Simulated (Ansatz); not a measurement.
Mulliken charges of `C=NBF` from B3LYP/def2-TZVPP in Ansatz (PBE0-D4/def2-TZVP geometry).

```tsv
atom	x (Å)	y (Å)	z (Å)	charge (e)
C1	-0.648	1.122	-0.086	-0.067
N2	-0.041	0.046	-0.011	0.004
B3	0.681	-1.114	0.081	0.132
F4	0.116	-2.286	-0.232	-0.277
H5	-0.652	1.721	-1.004	0.113
H6	-1.214	1.525	0.763	0.113
H7	1.819	-1.080	0.444	-0.017
```

Q: By hand: the dipole of these point charges (1 e Å = 4.8032 D).

A: Σ q r = (-0.141, 0.796, 0.046) e Å, of length 0.810 e Å = 3.89 D.

Q: How does the dipole of the full density compare? (Best estimate.)

A: The calculation gave: (-0.156, 0.590, 0.016) e Å, 2.93 D; the point charges give 1.33 times that, at 5° from its direction.

Point charges leave out the atoms' own dipoles, such as those of lone pairs, and Mulliken's split depends on the basis, so the two needn't agree.

B3LYP here is the variant with VWN-RPA as its local correlation; programs differ in this.
